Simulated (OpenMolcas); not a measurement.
# Levels of Xe³⁺ by method

```json
{"Program": "OpenMolcas 26.06", "Basis": "ANO-R3 [8s7p5d4f3g2h]", "Scalar Hamiltonian": "X2C, finite nucleus", "Active space": "3 electrons in 3 orbitals (5p)", "State averaging": "2S+1 = 4 odd, 1 root; 2S+1 = 2 odd, 8 roots", "Spin-orbit coupling": "RASSI with atomic mean-field integrals over the reference wave functions, term energies averaged over their components"}
```

Methods on the same reference wave functions:
A. CASSCF
B. SS-CASPT2, IPEA 0.25 Eh, imaginary shift 0.1 Eh (closed shells correlated: 4d 5s)

Energies in cm⁻¹ above 5s² 5p³ ⁴S°_3/2, the measured ground level; measured values from Saloman, J. Phys. Chem. Ref. Data 33, 765 (2004).

| Level | A | B | Measured |
| --- | --- | --- | --- |
| 5s² 5p³ ⁴S°_3/2 | 0.0 | 0.0 | 0.0 |
| 5s² 5p³ ²D°_3/2 | 17483 | 13510 | 13267 |
| 5s² 5p³ ²D°_5/2 | 21244 | 17270 | 17511 |
| 5s² 5p³ ²P°_1/2 | 33977 | 28330 | 28036 |
| 5s² 5p³ ²P°_3/2 | 39756 | 34660 | 35650 |

Deviations, from unrounded energies. A percentage is the sum of absolute deviations over the sum of measured energies, with the sign that they share, or ± where signs differ.

```json
{"Against measurement": "mean absolute deviation (cm-1)", "Levels": "4", "A": "4500", "B": "440"}
{"Against measurement": "other terms of the ground configuration (%)", "Levels": "4", "A": "+19.1", "B": "±1.9"}
```

B lies closest to measurement on these levels. The largest miss of B in the table is 5s² 5p³ ²P°_3/2, by -990 cm-1. The ranking rests on the paired levels alone, and a cruder setting can come out closer through cancelling errors.

From A to B the spin-free energies of the other terms of 5s² 5p³ shown, above ⁴S°, scale by factors of 0.76 to 0.81.

The lowest spin-free term lies below A's lowest term by 0.642 hartree in B.

CASPT2 breaks the degeneracy within a term, and the mean is taken; among the terms shown or strongly mixed into the levels shown the widest spread is 150 cm-1 (5s² 5p³ ²D°, B). With the s shell closed, the reference lacks s² → p² mixing. Measured partners are found by configuration, term and J. A level has none where our copy of the source lacks it or the pairing is in doubt (some pairs that miss far off the trend of their configuration count as doubtful), and it then counts in no deviation. Levels of configurations outside the active space are missing.

° marks odd parity.
